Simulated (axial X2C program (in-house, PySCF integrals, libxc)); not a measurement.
InI⁻: from the spin-free to the two-component result

All values were computed with an in-house all-electron X2C program for linear molecules (integrals from PySCF). Spin-free means the one-electron spin-free X2C Hamiltonian; two-component (2c) means X2C with spin–orbit coupling and atomic mean-field two-electron Coulomb and Gaunt terms, so the difference of the two also holds small scalar two-electron terms. Basis: I dyall-acv3z [12s13p9d5f1g], In dyall-acv3z [12s13p10d5f1g] (cores contracted in-house); Gaussian nuclei, density fitting, unrestricted open shells. Masses: I 126.904 u, In 114.904 u.

Spin-free state: M_S = 1/2, Λ = 1 (beyond evenly filled blocks: π+α); fragments I- + In.

```csv
level,Re (Å),ωe (cm⁻¹),De (eV),μ (D)
PBE0,2.987,115.3,1.016,-0.74
HF,3.132,91.2,0.627,0.32
MP2,3.031,111.4,0.975,n/a
CCSD,3.053,106.8,0.942,n/a
CCSD(T),3.045,109.2,0.980,n/a
r2SCAN,2.972,118.8,1.012,-1.06
```

Correlated methods: 11 electrons correlated (number of frozen shells: I 4 s, 3 p, 2 d; In 4 s, 3 p, 2 d), 371 virtual spin orbitals or spinors in MP2, 90 natural virtuals in coupled cluster.

Dipoles are positive if In is the positive end and refer to the centre of mass.

Q: Within this multiplet, which Ω should lie lowest by the rule for regular and inverted multiplets?

A: The open π shell holds one electron, so the multiplet is regular: Ω = Λ − 1/2 = 1/2. The PBE0 2c search agrees.

Two-component determinant lowest at the distance of the search:

Ω = 1/2 (⟨Sz⟩ = -0.50, ⟨Lz⟩ = 1.00 at HF); fragments I- + In.

```json
{"level": "PBE0", "Re (Å)": "2.993", "ωe (cm⁻¹)": "113.9", "μ (D)": "-0.59"}
{"level": "HF", "Re (Å)": "3.142", "ωe (cm⁻¹)": "88.9", "μ (D)": "0.50"}
{"level": "MP2", "Re (Å)": "3.036", "ωe (cm⁻¹)": "110.2", "μ (D)": "n/a"}
{"level": "CCSD", "Re (Å)": "3.059", "ωe (cm⁻¹)": "105.5", "μ (D)": "n/a"}
{"level": "CCSD(T)", "Re (Å)": "3.050", "ωe (cm⁻¹)": "108.0", "μ (D)": "n/a"}
{"level": "r2SCAN", "Re (Å)": "2.978", "ωe (cm⁻¹)": "117.6", "μ (D)": "-0.92"}
```

Q: From the two tables, how do the constants change at the CCSD(T) level (2c against spin-free)?

A: At the CCSD(T) level Re increases by 0.005 Å and ωe goes down by 1.2 cm⁻¹.

The state is a single determinant with fixed occupations, the lowest that a limited PBE0 search found. De is counted from the lowest determinant-based energies of the atoms at the same level, without counterpoise correction. De is not given where an atomic determinant may have missed its ground term or J level, or where the truncated virtual space spoils (T). Density functionals use the spin component along the axis (collinear). Coupled cluster ran in a truncated set of natural virtual spinors; the MP2 energy of the rest was added. (T) has no such correction and the atoms are truncated less, which lowers De at CCSD(T) by a hundredth of an eV or more. The functionals have no current-density term, which raises determinants with orbital currents, atoms included. The highest occupied level of some functionals is positive through self-interaction error; at Hartree–Fock it is bound. With the outer-core shells frozen, correlated bond lengths of heavy atoms tend to come out a few hundredths of an ångström too long. Hartree–Fock gets electron affinities wrong, so its lowest charge split need not be the true one.
